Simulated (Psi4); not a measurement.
bromine atom (Br), doublet; SVWN/3-21G (Psi4).

Psi4 was given this input:
```
memory 2 GB

molecule mol {
0 2
Br    0.000000    0.000000    0.000000
}

set {
  basis 3-21g
  reference uks
}

energy('svwn')
print_variables()
```

The log (banner, timings and long lists left out):

```
   => Loading Basis Set <=

    Name: 3-21G
    Role: ORBITAL
    Keyword: BASIS

         ---------------------------------------------------------
                                   SCF
               by Justin Turney, Rob Parrish, Andy Simmonett
                          and Daniel G. A. Smith
                              UKS Reference
         ---------------------------------------------------------

  ==> Geometry <==

    Molecular point group: d2h
    Geometry (in Angstrom), charge = 0, multiplicity = 2:

       Center              X                  Y                   Z               Mass
    ------------   -----------------  -----------------  -----------------  -----------------
         BR           0.000000000000     0.000000000000     0.000000000000    78.918337600000

  Running in d2h symmetry.

  Rotational constants: A = ************  B = ************  C = ************ [cm^-1]
  Rotational constants: A = ************  B = ************  C = ************ [MHz]
  Nuclear repulsion =    0.000000000000000

  Charge       = 0
  Multiplicity = 2
  Electrons    = 35
  Nalpha       = 18
  Nbeta        = 17

  ==> Algorithm <==

  SCF Algorithm Type is DF.
  DIIS enabled.
  MOM disabled.
  Fractional occupation disabled.
  Guess Type is CORE.
  Energy threshold   = 1.00e-06
  Density threshold  = 1.00e-06
  Integral threshold = 1.00e-12

  ==> Primary Basis <==

  Basis Set: 3-21G
    Blend: 3-21G
    Number of shells: 10
    Number of basis functions: 23
    Number of Cartesian functions: 23
    Spherical Harmonics?: false
    Max angular momentum: 2

  ==> DFT Potential <==

   => LibXC <=

    Version 7.1.2
    S. Lehtola, C. Steigemann, M. J. T. Oliveira, and M. A. L. Marques,  SoftwareX 7, 1–5 (2018) (10.1016/j.softx.2017.11.002)

   => Composite Functional: SVWN <=

    Slater exchange
    Vosko, Wilk & Nusair (VWN5_RPA)
    P. A. M. Dirac,  Math. Proc. Cambridge Philos. Soc. 26, 376 (1930) (10.1017/S0305004100016108)
    F. Bloch,  Z. Phys. 57, 545 (1929) (10.1007/BF01340281)
    S. H. Vosko, L. Wilk, and M. Nusair,  Can. J. Phys. 58, 1200 (1980) (10.1139/p80-159)

    Deriv               =              1
    GGA                 =          FALSE
    Meta                =          FALSE

    Exchange Hybrid     =          FALSE
    MP2 Hybrid          =          FALSE

   => Exchange Functionals <=

    1.0000         XC_LDA_X

   => Correlation Functionals <=

    1.0000   XC_LDA_C_VWN_RPA

   => LibXC Density Thresholds  <==

    XC_LDA_C_VWN_RPA:  1.00E-15
    XC_LDA_X:  1.00E-15

   => Molecular Quadrature <=

    Radial Scheme          =       TREUTLER
    Pruning Scheme         =           NONE
    Nuclear Scheme         =       TREUTLER

    Blocking Scheme        =         OCTREE
    BS radius alpha        =              1
    Pruning alpha          =              1
    Radial Points          =             75
    Spherical Points       =            302
    Total Points           =          19178
    Total Blocks           =            205
    Max Points             =            246
    Max Functions          =             23
    Weights Tolerance      =       1.00E-15

   => Loading Basis Set <=

    Name: (3-21G AUX)
    Role: JKFIT
    Keyword: DF_BASIS_SCF

  ==> Integral Setup <==

  SCF_SUBTYPE=INCORE selected. In-core MEM_DF algorithm will be used.
  Using in-core AOs.

  ==> MemDFJK: Density-Fitted J/K Matrices <==

    J tasked:                   Yes
    K tasked:                    No
    wK tasked:                   No
    Algorithm:                 Core
    Schwarz Cutoff:           1E-12
    Mask sparsity (%):       0.0000
    Fitting Condition:        1E-10

   => Auxiliary Basis Set <=

  Basis Set: (3-21G AUX)
    Blend: DEF2-UNIVERSAL-JKFIT
    Number of shells: 60
    Number of basis functions: 371
    Number of Cartesian functions: 371
    Spherical Harmonics?: false
    Max angular momentum: 5

  Minimum eigenvalue in the overlap matrix is 5.0127102993E-03.
[...]
    NA   [     6,    1,    1,    1,    0,    3,    3,    3 ]
    NB   [     6,    1,    1,    1,    0,    2,    3,    3 ]

   @DF-UKS iter  88: -2558.89940835253901   -2.25020e-05   1.73378e-03 DIIS/ADIIS
   @DF-UKS iter  89: -2558.89941281877509   -4.46624e-06   1.71884e-03 DIIS/ADIIS
   @DF-UKS iter  90: -2558.89932965694243    8.31618e-05   2.02075e-03 DIIS/ADIIS
    Occupation by irrep:
             Ag   B1g   B2g   B3g    Au   B1u   B2u   B3u
    DOCC [     6,    1,    1,    1,    0,    3,    3,    2 ]
    SOCC [     0,    0,    0,    0,    0,    0,    0,    1 ]
    NA   [     6,    1,    1,    1,    0,    3,    3,    3 ]
    NB   [     6,    1,    1,    1,    0,    3,    3,    2 ]

   @DF-UKS iter  91: -2558.89933334627585   -3.68933e-06   2.00806e-03 DIIS/ADIIS
    Occupation by irrep:
             Ag   B1g   B2g   B3g    Au   B1u   B2u   B3u
    DOCC [     6,    1,    1,    1,    0,    2,    3,    3 ]
    SOCC [     0,    0,    0,    0,    0,    1,    0,    0 ]
    NA   [     6,    1,    1,    1,    0,    3,    3,    3 ]
    NB   [     6,    1,    1,    1,    0,    2,    3,    3 ]

   @DF-UKS iter  92: -2558.89928577772343    4.75686e-05   2.15365e-03 DIIS/ADIIS
   @DF-UKS iter  93: -2558.89937889345310   -9.31157e-05   1.84865e-03 DIIS/ADIIS
   @DF-UKS iter  94: -2558.89937113976157    7.75369e-06   1.87496e-03 DIIS/ADIIS
    Occupation by irrep:
             Ag   B1g   B2g   B3g    Au   B1u   B2u   B3u
    DOCC [     6,    1,    1,    1,    0,    3,    3,    2 ]
    SOCC [     0,    0,    0,    0,    0,    0,    0,    1 ]
    NA   [     6,    1,    1,    1,    0,    3,    3,    3 ]
    NB   [     6,    1,    1,    1,    0,    3,    3,    2 ]

   @DF-UKS iter  95: -2558.89943192696728   -6.07872e-05   1.64086e-03 DIIS/ADIIS
   @DF-UKS iter  96: -2558.89933367109961    9.82559e-05   2.00626e-03 DIIS/ADIIS
    Occupation by irrep:
             Ag   B1g   B2g   B3g    Au   B1u   B2u   B3u
    DOCC [     6,    1,    1,    1,    0,    3,    2,    3 ]
    SOCC [     0,    0,    0,    0,    0,    0,    1,    0 ]
    NA   [     6,    1,    1,    1,    0,    3,    3,    3 ]
    NB   [     6,    1,    1,    1,    0,    3,    2,    3 ]

   @DF-UKS iter  97: -2558.89932254583300    1.11253e-05   2.04203e-03 DIIS/ADIIS
   @DF-UKS iter  98: -2558.89925501599828    6.75298e-05   2.24384e-03 DIIS/ADIIS
   @DF-UKS iter  99: -2558.89925551176793   -4.95770e-07   2.24234e-03 DIIS/ADIIS
   @DF-UKS iter 100: -2558.89925509881959    4.12948e-07   2.24367e-03 DIIS/ADIIS

PsiException: Could not converge SCF iterations in 100 iterations.

  Failed to converge.

Traceback (most recent call last):
  File "psi4", line 375, in <module>
  File "<string>", line 22, in <module>
  File "site-packages/psi4/driver/driver.py", line 533, in energy
  File "site-packages/psi4/driver/procrouting/proc.py", line 2760, in run_scf
  File "site-packages/psi4/driver/procrouting/proc.py", line 2047, in scf_helper
  File "site-packages/psi4/driver/procrouting/scf_proc/scf_iterator.py", line 93, in scf_compute_energy
  File "site-packages/psi4/driver/procrouting/scf_proc/scf_iterator.py", line 86, in scf_compute_energy
  File "site-packages/psi4/driver/procrouting/scf_proc/scf_iterator.py", line 609, in scf_iterate

psi4.driver.p4util.exceptions.SCFConvergenceError: Could not converge SCF iterations in 100 iterations.

Printing out the relevant lines from the Psithon --> Python processed input file:
    Br    0.000000    0.000000    0.000000
    ""","mol")
    core.IO.set_default_namespace("mol")
    core.set_global_option("BASIS", "3-21g")
    core.set_global_option("REFERENCE", "uks")
--> energy('svwn')
    print_variables()

!-------------------------------------------------------!
!                                                       !
!  Could not converge SCF iterations in 100 iterations. !
!                                                       !
!-------------------------------------------------------!
```

The run did not converge; its last values are not results.
